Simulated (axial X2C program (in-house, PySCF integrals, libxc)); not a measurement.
# Outer orbitals of InO at 1.932 Å, PBE0

All values were computed with an in-house all-electron X2C program for linear molecules (integrals from PySCF). Spin-free means the one-electron spin-free X2C Hamiltonian; two-component (2c) means X2C with spin–orbit coupling and atomic mean-field two-electron Coulomb and Gaunt terms, so the difference of the two also holds small scalar two-electron terms. Basis: In dyall-cv3z [11s12p9d4f1g], O dyall-av3z [7s6p3d2f] (cores contracted in-house); Gaussian nuclei, density fitting, unrestricted open shells. Masses: In 114.904 u, O 15.995 u.

The distance is close to the 2c PBE0 minimum; the highest filled and lowest empty levels are listed.

Spin-free orbitals, state M_S = 1/2, Λ = 0 (beyond evenly filled blocks: σα) (Löwdin shares):

```tsv
symmetry	occupied	ε (eV)	atomic character
σβ	yes	-24.07	59% O s, 31% In d, 4% In p
δ-α	yes	-21.62	100% In d
δ+α	yes	-21.62	100% In d
δ-β	yes	-21.61	100% In d
δ+β	yes	-21.61	100% In d
π+α	yes	-21.55	99% In d
π-α	yes	-21.55	99% In d
π-β	yes	-21.50	99% In d
π+β	yes	-21.50	99% In d
σα	yes	-21.07	82% In d, 14% O s
σβ	yes	-20.59	72% In d, 23% O s, 2% In p
σα	yes	-11.09	66% O p, 28% In s, 3% O s
σβ	yes	-9.19	57% In s, 33% O p, 5% O s
π-α	yes	-7.88	89% O p, 6% In p, 3% In d
π+α	yes	-7.88	89% O p, 6% In p, 3% In d
σα	yes	-7.74	42% In s, 27% O p, 24% In p
π-β	yes	-7.32	87% O p, 8% In p, 3% In d
π+β	yes	-7.32	87% O p, 8% In p, 3% In d
σβ	no	-3.78	52% O p, 28% In p, 15% In s
π-α	no	-1.59	81% In p, 9% O p, 6% In d
π+α	no	-1.59	81% In p, 9% O p, 6% In d
π+β	no	-1.35	80% In p, 10% O p, 5% In d
π-β	no	-1.35	80% In p, 10% O p, 5% In d
```

Spinors with spin–orbit coupling (state Ω = 1/2):

| ω | occupied | ε (eV) | atomic character | λ mixture |
| --- | --- | --- | --- | --- |
| -1/2 | yes | -24.10 | 58% O s, 32% In d, 4% In p | 99% σ, 1% π |
| 3/2 | yes | -22.11 | 100% In d | 82% δ, 18% π |
| -3/2 | yes | -22.11 | 100% In d | 84% δ, 16% π |
| 1/2 | yes | -21.86 | 94% In d, 4% O s | 81% π, 19% σ |
| -1/2 | yes | -21.82 | 94% In d, 4% O s | 91% π, 9% σ |
| 5/2 | yes | -21.30 | 100% In d | 100% δ |
| -5/2 | yes | -21.29 | 100% In d | 100% δ |
| 3/2 | yes | -21.24 | 99% In d | 82% π, 18% δ |
| -3/2 | yes | -21.20 | 99% In d | 84% π, 16% δ |
| 1/2 | yes | -20.89 | 85% In d, 11% O s | 81% σ, 19% π |
| -1/2 | yes | -20.50 | 75% In d, 20% O s | 92% σ, 8% π |
| 1/2 | yes | -11.08 | 66% O p, 28% In s, 3% O s | 100% σ |
| -1/2 | yes | -9.19 | 57% In s, 33% O p, 5% O s | 100% σ |
| -1/2 | yes | -7.89 | 88% O p, 7% In p, 3% In d | 100% π |
| 3/2 | yes | -7.87 | 89% O p, 6% In p, 3% In d | 100% π |
| 1/2 | yes | -7.74 | 42% In s, 27% O p, 25% In p | 100% σ |
| 1/2 | yes | -7.34 | 86% O p, 8% In p, 3% In d | 100% π |
| -3/2 | yes | -7.31 | 87% O p, 8% In p, 3% In d | 100% π |
| -1/2 | no | -3.79 | 52% O p, 28% In p, 15% In s | 100% σ |
| -1/2 | no | -1.66 | 81% In p, 9% O p, 6% In d | 100% π |
| 3/2 | no | -1.50 | 82% In p, 8% O p, 6% In d | 100% π |
| 1/2 | no | -1.43 | 80% In p, 11% O p, 5% In d | 100% π |

Mulliken charges and populations of the two-component result (they depend on the basis, above all on diffuse functions):

In 0.79 e (s 9.71 p 18.48 d 20.01 f 0.02), O -0.79 e (s 3.99 p 4.77 d 0.02). ⟨Lz⟩ = 0.00 ħ and ⟨Sz⟩ = 0.50 ħ (0.14 and 0.36 on the two atoms), which add up to Ω.

The state is one determinant whose occupation by symmetry is held fixed; it was picked as the lowest of a PBE0 search that is not exhaustive. Density functionals use the spin component along the axis (collinear). PBE0 can misorder states that lie within some tenths of an eV, so this need not be the ground state of the molecule. The nearest other spin-free determinant of the search, M_S = 1/2, Λ = 1, lies 0.33 eV up at the distance of the search.
